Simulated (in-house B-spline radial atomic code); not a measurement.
Results of a calculation; reference values are marked as such.
## Sn in an electron gas of r_s = 2.2: phase shifts, screening, friction and resistivity

A nucleus sits in a uniform electron gas with a rigid positive background. The Kohn-Sham equations are solved self-consistently in the spin-unpolarised LDA (PW92), non-relativistic, on B-splines with outgoing waves at the boundary and partial waves to l = 8. The model has no lattice, no bands and no magnetic solution. Atomic units; δ_l are the phase shifts at the Fermi level, counted so that each bound state adds π, and good to about 0.0005.

The density parameter is r_s = 2.2 bohr, near that of the valence electrons of Ga (3 per atom, density 5.91 g/cm³, mass 69.72 u, which gives r_s = 2.19).

```
l  δ_l (rad)
0    13.1713
1    10.5203
2     6.5883
3     0.1008
4     0.0146
5     0.0024
6     0.0005
7     0.0002
8     0.0001
```

Bound levels below the band bottom (hartree): d -17.25, s -4.172, p -2.839, d -0.6387, s -0.08714 and deeper ones.

Task: Check the Friedel sum rule, and say where the screening charge sits.

Result: k_F = (9π/4)^(1/3)/r_s = 0.87234. The rule is Z = (2/π) Σ (2l + 1) δ_l. The terms are s 8.385, p 20.092, d 20.971, f 0.449 and 0.108 beyond, in all 50.005 against Z = 50. Bound states hold 10 s, 18 p, 20 d electrons, so the scattering states carry 2.01 in all; where a term is smaller than its bound count, the bound level has drawn weight out of the band.

Task: Find the transport cross section and the electronic stopping of a 2 keV Sn ion (mass 118.71 u).

Result: σ_tr = (4π/k_F²) Σ (l + 1) sin²(δ_l − δ_(l+1)). The terms for l = 0 to 3 are 0.2220, 1.0100, 0.1235, 0.0296, all together 1.3859, so σ_tr = 16.513 × 1.3859 = 22.886 bohr². With n = 3/(4π r_s³) = 0.02242, the friction coefficient is Q = n k_F σ_tr = 0.4476. For v well below v_F = 0.872, dE/dx = Q v; with 24801 eV per u at v = 1, v = √(2000/(24801 × 118.71)) = 0.0261, so dE/dx = 0.01167 hartree/bohr = 6 eV/nm. The largest term couples the p and d waves.

Task: What residual resistivity would 1 atomic per cent of such centres give in Ga?

Result: Δρ = k_F n_i σ_tr/n in atomic units of 21.74 μΩ·cm. With one host atom per 3 electrons, n_i/n = 0.01/3, so Δρ = 0.8723 × 0.00333 × 22.886 × 21.74 = 1.45 μΩ·cm. This is an atom added to the gas, as on an interstitial site.

Task: On a substitutional site the background of one host ion, a sphere holding 3 charges, is taken out. The phase shifts for l = 0 to 4 become 12.8352, 9.9034, 6.2540, 0.0042, -0.0014. What follows?

Result: The Friedel sum is now 47.00, for Z − 3 = 47. The sum in σ_tr is 0.5197, so σ_tr = 8.58 bohr² and Δρ = 0.54 μΩ·cm per atomic per cent, 0.38 times the value above. A real host ion scatters too, so this model doesn't give zero even for the host's own atom.
